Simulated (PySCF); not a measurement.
Species: C10H16.
Atom-mapped SMILES: `[CH2:1]1[CH2:2][C@@H:3]2[C@@H:4]3[CH2:5][CH2:6][C@@H:7]([CH2:8]3)[C@@H:9]2[CH2:10]1` (hydrogens: H11, H12 on C1; H13, H14 on C2; H15 on C3; H16 on C4; H17, H18 on C5; H19, H20 on C6; H21 on C7; H22, H23 on C8; H24 on C9; H25, H26 on C10)

The same species was optimised twice, with GFN2-xTB and with PBE0-D3(BJ)/def2-SVP (PySCF), and the same property calculations (PySCF, gas phase) were run on both structures.

| coordinate | GFN2-xTB | PBE0-D3(BJ)/def2-SVP | change |
| --- | --- | --- | --- |
| C3–C9 (Å) | 1.549 | 1.565 | +0.016 |
| C5–C6 (Å) | 1.542 | 1.551 | +0.009 |
| C4–C5 (Å) | 1.531 | 1.536 | +0.005 |
| C6–C7 (Å) | 1.531 | 1.536 | +0.005 |
| C3–C4 (Å) | 1.539 | 1.543 | +0.004 |
| C7–C9 (Å) | 1.539 | 1.543 | +0.004 |
| C7–C8 (Å) | 1.531 | 1.536 | +0.005 |
| C4–C8 (Å) | 1.531 | 1.535 | +0.004 |
| C2–C3 (Å) | 1.532 | 1.535 | +0.003 |
| C9–C10 (Å) | 1.532 | 1.536 | +0.004 |
| C1–C10 (Å) | 1.531 | 1.533 | +0.002 |
| C1–C2 (Å) | 1.531 | 1.533 | +0.002 |
| C2–C3–C4 (°) | 118.4 | 118.8 | +0.4 |
| C7–C9–C10 (°) | 118.4 | 118.8 | +0.4 |
| C3–C9–C10 (°) | 106.7 | 106.3 | -0.4 |
| C2–C3–C9 (°) | 106.7 | 106.3 | -0.4 |
| C4–C8–C7 (°) | 93.9 | 94.2 | +0.3 |
| C3–C4–C5 (°) | 111.4 | 111.1 | -0.3 |
| C2–C1–C10 (°) | 104.9 | 104.7 | -0.2 |
| C6–C7–C9 (°) | 111.4 | 111.1 | -0.3 |

Rotational constants: A = 2247, B = 1387, C = 1299 MHz (GFN2-xTB) against A = 2225, B = 1380, C = 1292 MHz (PBE0-D3(BJ)/def2-SVP). Point groups within 0.08 Å: Cs and Cs.

On the GFN2-xTB structure: HOMO (eV) -7.96 [PBE0/pcSseg-1]; LUMO (eV) 1.18 [PBE0/pcSseg-1]; dipole (D) 0.12 [PBE0/pcSseg-1]; GIAO shielding of C1 (ppm) 156.5 [PBE0/pcSseg-1]; GIAO shielding of C2/C10 (mean) (ppm) 156.4 [PBE0/pcSseg-1]; GIAO shielding of C3/C9 (mean) (ppm) 138.3 [PBE0/pcSseg-1]; GIAO shielding of C4/C7 (mean) (ppm) 141.0 [PBE0/pcSseg-1]; GIAO shielding of C5/C6 (mean) (ppm) 161.4 [PBE0/pcSseg-1]; GIAO shielding of C8 (ppm) 142.0 [PBE0/pcSseg-1].

Q: What do these properties become on the PBE0-D3(BJ)/def2-SVP structure?

A: 
```csv
property,level,on GFN2-xTB,on PBE0-D3(BJ)/def2-SVP,change
HOMO (eV),PBE0/pcSseg-1,-7.96,-7.96,0.00
LUMO (eV),PBE0/pcSseg-1,1.18,1.16,-0.02
dipole (D),PBE0/pcSseg-1,0.12,0.11,-0.01
"energy, GFN2-xTB geometry as zero (kcal/mol)",PBE0/pcSseg-1,0.0,-0.5,-0.5
GIAO shielding of C1 (ppm),PBE0/pcSseg-1,156.5,154.4,-2.1
GIAO shielding of C2/C10 (mean) (ppm),PBE0/pcSseg-1,156.4,154.8,-1.6
GIAO shielding of C3/C9 (mean) (ppm),PBE0/pcSseg-1,138.3,136.8,-1.5
GIAO shielding of C4/C7 (mean) (ppm),PBE0/pcSseg-1,141.0,139.7,-1.3
GIAO shielding of C5/C6 (mean) (ppm),PBE0/pcSseg-1,161.4,159.0,-2.4
GIAO shielding of C8 (ppm),PBE0/pcSseg-1,142.0,139.9,-2.1
```

The heavy atoms differ by 0.010 Å rms after alignment. Among bonds between heavy atoms C3–C9 changes most (+0.016 Å). Changes are differences of the printed values. Neither structure is proved a minimum here.
